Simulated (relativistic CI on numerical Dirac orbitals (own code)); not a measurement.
**Ag XXXII: what numerical and physical settings do to a radial Dirac CI calculation**

Reference input:

```
atom Ag  Z=47  charge=31  electrons=16
nucleus A=107  rms_radius_fm=4.5454
hamiltonian dirac-coulomb  breit=on  qed=on  c_scale=1
orbitals kli  potential=per-configuration
slater_scale 1
correlation none
mixing on
grid step=0.0125 r_max=3.7
scf mixing=0.4 start=green max_iterations=150 tolerance=2e-08 node_fill=0.05
configurations
  [Ne] 3s2 3p4
end
```

Computed lowest total energy -4591.02118 Ha, first excitation 90215.4 cm⁻¹, 9 SCF steps. Runs with settings changed; * marks those that are bad on purpose:

| Changed | Outcome | Lowest level | ΔE (Ha) | First excitation (cm⁻¹) | SCF steps | Message |
| --- | --- | --- | --- | --- | --- | --- |
| Breit term off, start potential thomas-fermi, QED terms off | converged | 3p⁴ ³P2 | -5.68 | 89412.2 | 9 |  |
| nuclear radius 5.909 fm | converged | 3p⁴ ³P2 | 0.0688 | 90215.4 | 9 |  |
| end of the grid at 5.55 bohr | converged | 3p⁴ ³P2 | -1.55e-11 | 90215.4 | 9 |  |
| start potential previous | converged | 3p⁴ ³P2 | 4.07e-10 | 90215.4 | 9 |  |
| SCF tolerance 0.05 * | converged | 3p⁴ ³P2 | 0.00832 | 90319.4 | 4 |  |
| node fill of the KLI weights 5 * | converged | 3p⁴ ³P2 | 0.097 | 89378.3 | 10 |  |
